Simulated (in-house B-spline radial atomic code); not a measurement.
Values are calculated unless marked as measured or tabulated.
# Making a Troullier-Martins s channel for Mg, r_c = 2.18 bohr

Mg, [Ne] 3s2, non-relativistic LDA (VWN5), spherical and spin-unpolarised, from a B-spline radial code for spherical atoms (atomic units). The all-electron 3s level is ε = -0.175427 hartree, its outermost node lies just inside 0.91 bohr and its outer maximum at 2.50 bohr.

Inside r_c the pseudo-orbital is u(r) = r^1 exp(p(r)), with p = c0 + c2 r² + c4 r⁴ + … + c12 r¹². The seven coefficients follow from p and its first four derivatives at r_c, from zero curvature of the screened potential at the origin, c4 = −c2²/(2l + 5), and from the norm inside r_c. At r_c the all-electron orbital has P = 0.5797933, P' = 0.1114476, the screened potential V = -0.5144654, V' = 0.4075472, V'' = -0.5370901, and the norm inside is Q = 0.2345285.

(1) What are p, p' and p'' at r_c?

For a trial c2 the five matching conditions are linear in c0, c6, c8, c10 and c12, and c2 is varied until the norm inside r_c equals Q. The root nearest zero gives:

| n | c_n |
| --- | --- |
| 0 | -1.982953 |
| 2 | 0.4689656 |
| 4 | -0.04398575 |
| 6 | -0.03217439 |
| 8 | 0.01007097 |
| 10 | -0.001172416 |
| 12 | 5.048929e-05 |

(2) Check c4 and p(r_c), and find the screened pseudopotential at the origin.

Orbitals and screened potentials:

```tsv
r (bohr)	P	u	V all-electron	V pseudo
0.218	-0.06376	0.03068	-32.94	1.23
0.545	-0.2357	0.08584	-7.334	1.163
0.872	-0.02763	0.1653	-2.98	0.8446
1.199	0.218	0.2787	-1.597	0.1936
1.526	0.4035	0.411	-0.9897	-0.4605
1.853	0.5199	0.52	-0.6852	-0.6506
2.18	0.5798	0.5798	-0.5145	-0.5145
```

Logarithmic derivatives P'/P at R = 2.48 bohr, for energies E around ε:

| E − ε (hartree) | all-electron | pseudo |
| --- | --- | --- |
| -0.5 | 0.734342 | 0.72995 |
| -0.25 | 0.423791 | 0.422092 |
| -0.1 | 0.195351 | 0.194981 |
| 0 | 0.0176028 | 0.0176035 |
| 0.1 | -0.187699 | -0.188295 |
| 0.25 | -0.569145 | -0.574861 |
| 0.5 | -1.57397 | -1.63135 |

(3) With P(R) = 0.5972593 and a norm of 0.3393374 inside R, what slope in energy does norm conservation fix?

## Answers

(1) p = ln(P/r_c^1) = ln(0.5797933/2.18) = -1.32441. p' = P'/P − 1/r_c = 0.19222 − 0.45872 = -0.26650. The radial equation gives p'' = 2(V − ε) − 2(1) p'/r_c − p'² = -0.67808 − (-0.24449) − 0.07102 = -0.50461. Differentiating, p''' = 2V' + 2(1)p'/r_c² − 2(1)p''/r_c − 2p'p'' = 0.89693, and p'''' = 2V'' − 4(1)p'/r_c³ + 4(1)p''/r_c² − 2(1)p'''/r_c − 2p''² − 2p'p''' = -2.2501.

(2) −c2²/5 = -0.0439858, as listed. The terms c_n r_c^n are -1.98295, 2.22871, -0.99343, -3.45342, 5.13716, -2.84215, 0.58167, which sum to -1.32441. Inverting the radial equation, V_l(r) = ε + 1 p'/r + (p'' + p'²)/2, so V_l(0) = ε + (2l + 3) c2 = -0.175427 + 3 × (0.468966) = 1.2315 hartree, finite where the all-electron potential diverges.

(3) d(P'/P)/dE = −2 × (norm inside R)/P(R)² = -1.9025 per hartree·bohr at E = ε, for both atoms, since orbital and norm agree at R. Differences over ±0.1 hartree give -1.9152 (all-electron) and -1.9164 (pseudo), which also hold third-order terms. Half a hartree below ε the two curves differ by -0.0044.
